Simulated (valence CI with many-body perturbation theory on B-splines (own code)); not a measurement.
**Ar⁵⁺ in three bases**

Level of theory: valence CI with perturbative core correlation (CI+MBPT): three valence electrons over a frozen Dirac-Fock core [Ne], radial functions for each j: 9 s, 9 p, 8 d, 6 f, 3 g, 1 h, with the one-electron correlation potential Σ1 (screened to all orders), the two-electron term Σ2, the three-electron term Σ3, Breit, model QED; selected single and double excitations, second order for the rest, scaled by the run's own slope (own B-spline code, finite nucleus).

Against 28 measured levels this calculation errs by 106 cm⁻¹ on average and by 195 at most. These come from a selection out of Saloman, J. Phys. Chem. Ref. Data 39, 033101 (2010). Levels without a partner in it may be off by more.

The reference run has the lowest level 3s2 3p 2P°_1/2 and an ionisation energy of 91.2874 eV. Its largest variational space holds 9650 state functions.

Names give the largest LS component (configuration and term), which can be under half, so a name can repeat, a term be missing and a line seem to break the LS rules; names also repeat where a configuration has a term twice.

Changed runs:
A. basis 6 s, 6 p, 5 d, 3 f, 1 g
B. basis 5 s, 5 p, 4 d, 2 f

Excitation energies of the reference run in cm⁻¹, and shifts in cm⁻¹:

| Level | Reference | A | B |
| --- | --- | --- | --- |
| 3s2 3p 2P°_3/2 | 2211 | -0.7 | -1.3 |
| 3s 3p2 4P_1/2 | 100030 | -84 | -240 |
| 3s 3p2 4P_3/2 | 100830 | -84 | -240 |
| 3s 3p2 4P_5/2 | 102067 | -84 | -240 |
| 3s 3p2 2D_3/2 | 132438 | +17 | +65 |
| 3s 3p2 2D_5/2 | 132550 | +17 | +66 |
| 3s 3p2 2S_1/2 | 169994 | +146 | +465 |
| 3s 3p2 2P_1/2 | 182376 | +98 | +309 |
| 3s 3p2 2P_3/2 | 183772 | +98 | +307 |
| 3s2 3d 2D_3/2 | 218656 | +202 | +828 |
| 3s2 3d 2D_5/2 | 218719 | +202 | +827 |
| 3p3 2D°_3/2 | 259949 | -43 | -157 |
| Ionisation energy (eV) | 91.2874 | -0.0118 | -0.0322 |
